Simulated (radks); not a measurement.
The numbers below are computed, except where a source is named.
Problem. These are the eigenvalues of the occupied orbitals of an atom or ion with whole-number occupations (hartree). Level of theory: scalar-relativistic Kohn-Sham, OLYP, spin-polarised, spherical densities, finite nucleus; Fermi nuclear charge, rms radius of each element as measured or else 0.836 A^(1/3) + 0.57 fm (a radial shooting solver on a logarithmic mesh with Libxc functionals).

orbital  eigenvalue
1s up     -138.6604
1s down   -138.5341
2s up     -21.22143
2p up     -18.65668
2p down   -18.44357
3p up      -6.50520

Which element is it, and in what charge state? The configuration may be excited. Open shells, if any, are filled with parallel spins first.

Solution. Z = 19, potassium, charge +9: K9+ in [He] 2s1 2p6 3p1. The list shows which subshells hold electrons but not how many an open one holds; the 1s level, -138.66 hartree, gives Z - s = 16.7 by -(Z - s)^2/2, which with screening and relativity narrows Z to a few neighbours, and the depths of the outer levels then fix element, charge and occupations together.
